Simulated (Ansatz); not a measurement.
Input file for Ansatz (a first-principles code): U-r2SCAN/def2-TZVPP on CdFH (SMILES [F][CdH]), a point of a bond scan (R = 1.635 Å). Elements past Kr take the def2 small-core potentials; no spin–orbit coupling.

Ansatz 0.2 input:
```yaml
crystal:
  periodic: [false, false, false]
  atoms:
    - {symbol: Cd, position_ang: [-0.00000000, -0.00000000, -0.27480080]}
    - {symbol: H, position_ang: [0.00000000, 0.00000000, -1.90989949]}
    - {symbol: F, position_ang: [0.00000000, 0.00000000, 1.67781534]}
basis:
  gaussian:
    orbitals: def2-TZVPP
hamiltonian:
  xc: {name: r2SCAN}
magnetization: {spin_polarized: true, initial_magnetization: 0}
```

Question: What total energy does the run end on?

Answer: -268.2786 hartree.

Question: How many basis functions does it have, and what does it roughly cost on one machine?

Answer: 101 functions; about 5 core-seconds (a rough figure).
